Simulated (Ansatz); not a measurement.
BFH₄SSi, SMILES `FB[SiH2]S` at its PBE0-D4/def2-TZVP geometry, where that method's forces vanish. Charge 0, multiplicity 1.

```xyz
8

F    -0.9346   -0.5859   -1.9553
B     0.0506    0.0804   -1.3764
Si    0.5532   -0.3309    0.5463
S    -0.6656    1.0148    1.7051
H     0.5408    0.9753   -2.0116
H     0.3437   -1.7451    0.9594
H     1.9442    0.0787    0.8670
H    -1.8323    0.5127    1.2655
```

Question: What forces (eV/Å) does B3LYP-D4/def2-TZVPP give on these atoms in Ansatz 0.2.0? (An estimate is asked.)

Answer: The calculation gave: 
```
F1  -0.149 -0.095 -0.090
B2   0.205  0.165  0.027
Si3  0.188 -0.157 -0.063
S4  -0.125  0.102  0.098
H5  -0.049 -0.087  0.059
H6   0.019  0.084 -0.033
H7  -0.079 -0.033 -0.018
H8  -0.010  0.021  0.020
```

B3LYP here is the variant with VWN-RPA as its local correlation; programs differ in this.
